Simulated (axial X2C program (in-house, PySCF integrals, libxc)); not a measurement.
Spin–orbit effects down a group: molecules with Rb, HF

Calculated with an axial X2C code built on PySCF integrals, spin-free (one-electron X2C) or two-component (2c: spin–orbit coupling with atomic mean-field Coulomb and Gaunt terms, which also bring small scalar terms), in Dyall basis sets with cores contracted in-house; open shells are unrestricted.

Basis sets: H dyall-v3z, Li dyall-cv3z, Na dyall-cv3z, Rb dyall-cv3z.

```
molecule  spin-free state  Re (Å)  ωe (cm⁻¹)  De (eV)  2c state  Re 2c (Å)  ωe 2c (cm⁻¹)  De 2c (eV)
     RbH   M_S = 0, Λ = 0   2.442      913.3     0.84     Ω = 0      2.442         913.4        0.84
    LiRb   M_S = 0, Λ = 0   3.677      182.1      n/a     Ω = 0      3.676         182.1         n/a
    NaRb   M_S = 0, Λ = 0   3.856      101.0    -0.07     Ω = 0      3.855         101.0       -0.07
```

Each entry is the lowest single determinant of a limited PBE0 search at one distance. De goes to single-determinant-based atoms at the same level (for ions the charge split of lowest energy) and is withheld (n/a) where an atom does not fit its ground term or J level. Main or longest-lived isotopes.
